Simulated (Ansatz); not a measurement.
Geometry optimisation, Ansatz 0.2.0, RKS B3LYP/def2-SVP.

The input (input.yaml):

```yaml
crystal:
  periodic: [false, false, false]
  atoms:
    - { symbol: S, position_ang: [-0.2029, 2.1916, 0.3012] }
    - { symbol: C, position_ang: [-0.4675, 0.6274, -0.5559] }
    - { symbol: O, position_ang: [-1.2138, -0.3225, 0.2418] }
    - { symbol: C, position_ang: [-0.0001, -1.0578, 0.8004] }
    - { symbol: Si, position_ang: [1.0297, -0.5051, -0.5993] }
    - { symbol: H, position_ang: [-1.5485, 2.463, 0.5549] }
    - { symbol: H, position_ang: [-0.9123, 0.7351, -1.531] }
    - { symbol: H, position_ang: [-0.2444, -2.1236, 0.8219] }
    - { symbol: H, position_ang: [0.1896, -0.7072, 1.851] }
    - { symbol: H, position_ang: [1.1032, -1.4288, -1.7209] }
    - { symbol: H, position_ang: [2.3324, 0.0709, -0.1434] }
basis:
  gaussian: { orbitals: def2-SVP }
hamiltonian:
  xc: b3lyp
relax:
  f_tol: 0.02
  max_steps: 50
```

Launched with:

```bash
$ ansatz run input.yaml --threads 2 --pin off --max-ram 3072MiB --backend cpu --events-out ev --progress --plain --runs-dir out
```

Where does it end, and by what steps?

The run converged. After 6 steps the energy has fallen by 0.418 eV; H6 moved furthest, 0.22 Å.

| step | energy less start (eV) | largest force component (eV/Å) | accepted |
| --- | --- | --- | --- |
| 0 | 0.0000 | 2.353 | yes |
| 1 | -0.3521 | 1.154 | yes |
| 2 | -0.4046 | 0.528 | yes |
| 3 | -0.3777 | 0.834 | no |
| 4 | -0.4176 | 0.063 | yes |
| 5 | -0.4178 | 0.039 | yes |
| 6 | -0.4181 | 0.018 | yes |

```xyz
11
Properties=species:S:1:pos:R:3
S -0.210 2.253 0.266
C -0.493 0.618 -0.527
O -1.144 -0.349 0.305
C -0.060 -1.153 0.833
Si 1.086 -0.481 -0.541
H -1.516 2.598 0.381
H -1.079 0.767 -1.445
H -0.345 -2.217 0.836
H 0.205 -0.853 1.863
H 1.211 -1.359 -1.738
H 2.410 0.120 -0.214
```

The run took 27 s on 2 threads of Intel(R) Xeon(R) Platinum 8488C (Sapphire Rapids), on a shared host, peak memory 0.26 GiB.
